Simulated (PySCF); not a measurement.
Cost of one run: shielding job, `FB(F)CC1CC1`.

Method: GIAO KT3/pcSseg-2 NMR shielding, non-relativistic, gas phase (PySCF 2.14.0, density-fitted response routines). Geometry: PBE0-D3(BJ)/def2-SVP. Work: shieldings, ring-centre shieldings, density fitting. The command runs a driver script over a list of jobs; the input below is this job's line of settings and its coordinates in Å.

Command:
```bash
OMP_NUM_THREADS=1 python probes_run.py task.json out
```

Input:
```
{"job": {"kind": "nmr", "xc": "KT3", "basis": "pcSseg-2", "pop": false}, "charge": 0, "multiplicity": 1}
F      1.860857     0.944423    -1.943266
B      2.010163     0.764736    -0.642642
F      3.051076     1.362699    -0.089413
C      1.036886    -0.129755     0.188532
C     -0.332250    -0.295275    -0.425541
C     -1.509397    -0.680582     0.417720
C     -1.409704     0.709914    -0.141742
H      1.533245    -1.114752     0.301104
H      0.969375     0.268854     1.214824
H     -0.321770    -0.695762    -1.445349
H     -1.340304    -0.810715     1.490827
H     -2.256307    -1.359620    -0.001932
H     -1.178048     1.524120     0.552352
H     -2.082238     0.996298    -0.953754
```

Hardware: Arm Neoverse N1, one thread (shared host). PySCF's memory limit was set to 2000 MB.

**Question.** How large is the basis?

**Answer.** 350 functions for 54 electrons, with 912 fitting functions; the fitted three-index integrals, 912 × 350 × 351/2 numbers of 8 bytes, come to 430 MiB.

**Question.** What wall time should be expected on this hardware?

**Answer.** About 2.1 min. The SCF took 14 cycles.

**Question.** Estimate the peak memory.

**Answer.** About 1.2 GiB. Peak memory is the resident size of the whole Python process, interpreter and libraries included.

**Question.** At this speed, how long would 100 such jobs take on 8 cores, one job a core?

**Answer.** 100/8 gives 13 rounds of 2.1 min, about 27 min of wall time and 3.5 core-hours, if the jobs don't slow each other.

The SCF part of the output:
```
coarse grid: 11944 points
cycle   1  E = -386.6213297383  dE =  7.339e-01  |g| = 9.781e-01  |ddm| = 2.515e+00
cycle   2  E = -386.2707173769  dE =  3.506e-01  |g| = 1.734e+00  |ddm| = 1.619e+00
cycle   3  E = -386.7888568958  dE = -5.181e-01  |g| = 1.395e-01  |ddm| = 1.129e+00
cycle   4  E = -386.7925171801  dE = -3.660e-03  |g| = 5.734e-02  |ddm| = 1.300e-01
cycle   5  E = -386.7932566420  dE = -7.395e-04  |g| = 1.390e-02  |ddm| = 4.706e-02
cycle   6  E = -386.7932937793  dE = -3.714e-05  |g| = 5.726e-03  |ddm| = 1.360e-02
cycle   7  E = -386.7933006323  dE = -6.853e-06  |g| = 1.339e-03  |ddm| = 4.415e-03
final grid: 116856 points
cycle   8  E = -386.7950599115  dE = -5.056e-04  |g| = 3.323e-02  |ddm| = 1.968e-01
cycle   9  E = -386.7947254008  dE =  3.345e-04  |g| = 5.757e-02  |ddm| = 3.835e-02
cycle  10  E = -386.7952082138  dE = -4.828e-04  |g| = 2.361e-03  |ddm| = 2.634e-02
cycle  11  E = -386.7952091294  dE = -9.156e-07  |g| = 1.160e-03  |ddm| = 2.553e-03
cycle  12  E = -386.7952094590  dE = -3.295e-07  |g| = 2.241e-04  |ddm| = 9.778e-04
cycle  13  E = -386.7952094695  dE = -1.055e-08  |g| = 6.684e-05  |ddm| = 1.970e-04
cycle  14  E = -386.7952094705  dE = -9.924e-10  |g| = 1.451e-05  |ddm| = 5.307e-05
converged SCF energy = -386.7952094705
```

On the final grid dE counts from the start density on that grid.

Other jobs ran on the host; a repeat could differ by tens of per cent or more.
